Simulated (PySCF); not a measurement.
**From computed data to an observable: chemical shift, span and skew from a shielding tensor**

C2Cl3, SMILES Cl[C]=C(Cl)Cl (connectivity only; charge and spin as stated), charge +1, multiplicity 1. Atoms are numbered in the order given.

```xyz
5

Cl     0.0000     0.0000    -2.4067
C      0.0000     0.0000    -0.8447
C      0.0000     0.0000     0.4671
Cl     0.0000    -1.4869     1.2700
Cl     0.0000     1.4869     1.2700
```
Charge +1, spin multiplicity 1.

Geometry: PBE0-D3(BJ)/def2-SVP. The spin state was assumed, not searched. The isomer is the one that the SMILES or the coordinates give; other isomers of the formula were not compared.

GIAO shieldings from PBE0/pcSseg-1 run with PySCF, non-relativistic, no solvent. The symmetric part of the tensor of C3 has the principal values -12.0, 12.9, 100.9 ppm. The same nucleus in TMS has σ = 186.3 ppm at this level (PySCF, at its B3LYP-D3(BJ)/def2-TZVP geometry). Without spin–orbit terms, shifts of atoms bonded to Cl or Br come out too high.

Work out the isotropic shielding, the ¹³C shift against TMS, the span and the skew.


σ(iso) = (σ11 + σ22 + σ33)/3 = 33.9 ppm. δ = σ(ref) − σ(iso) = 186.3 − (33.9) = 152.4 ppm.
Span Ω = σ33 − σ11 = 112.9 ppm. Skew κ = 3(σ(iso) − σ22)/Ω = 0.56. Tumbling in solution averages the tensor to δ; in a static solid the shielding alone would spread this spin-1/2 line over Ω.
